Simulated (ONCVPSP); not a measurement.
What one change does to a pseudopotential (Hg (Z = 80), ONCV)

Hg, optimised norm-conserving Vanderbilt (ONCV), made with ONCVPSP 4.0.1 (LDA (Perdew-Wang 92), scalar-relativistic). Core [Kr] 4d10 4f14, reference 5s2 5p6 5d10 6s1.5 (charge +0.5). Waves: 5s+6s: rc 1.35 bohr, ncon 5, nbas 10, qcut 8.9 1/bohr, 2 projectors; 5p: rc 1.60 bohr, ncon 4, nbas 8, qcut 10.3 1/bohr, 1 projector; 5d: rc 2.00 bohr, ncon 5, nbas 9, qcut 9.1 1/bohr, 2 projectors, debl 1.3 Ha. Local part: polynomial inside 1.15 bohr (lpopt 5, dvloc0 6 Ha). Core correction: Teter function, fcfact 3, rcfact 1.3.

Change: s: qcut 5.4; p: qcut 6.2; d: qcut 5.5.

Cutoffs: the cutoffs (Ha) at which the residual kinetic energy of the hardest occupied pseudo-wave falls to 1 and 0.1 mHa per electron; they do not see the model core or the augmentation charge, which bear on the density cutoff. Errors are all-electron minus pseudo energies relative to the spin-unpolarised reference configuration.

**Question.** Predict the effect on cutoff, ghosts and configuration errors.

**Answer.** The potential gets harder (34 Ha and 40 Ha → 150 Ha and 171 Ha); of the 4 tests that both files solve, the error grows in 2 and shrinks in 0 by more than 15 % and 0.3 meV (median size 5.8 → 7.7 meV); neither file shows a bound ghost.

```tsv
quantity	base	changed
cutoff, loose	34 Ha	150 Ha
cutoff, tight	40 Ha	171 Ha
loose cutoff by channel	s 34 Ha, p 29 Ha, d 22 Ha	s 150 Ha, p 16 Ha, d 37 Ha
bound ghosts	none	none
GHOST(+) flags under 300 eV	none	none
error for 5s2 5p6 5d10 6s2, meV [ΔE -4.52 eV]	+1.4	+1.2
error for 5s2 5p6 5d10 6s1, meV [ΔE 6.52 eV]	-2.2	-2.4
error for 5s2 5p6 5d10 6s0, meV [ΔE 25.91 eV]	-9.4	-13
error for 5s2 5p6 5d10 6s0 6p1, meV [ΔE 14.06 eV]	+86	+156
s: phases at 1.37 bohr within 0.05 rad from the reference energy up to (Ha; the scan ends near 5)	to the end of the scan	to the end of the scan
p: phases at 1.62 bohr within 0.05 rad from the reference energy up to (Ha; the scan ends near 5)	0.7	0.3
d: phases at 2.04 bohr within 0.05 rad from the reference energy up to (Ha; the scan ends near 5)	to the end of the scan	to the end of the scan
rms error of d²Exc/dni dnj with the model core, mHa	2.59	2.20
```
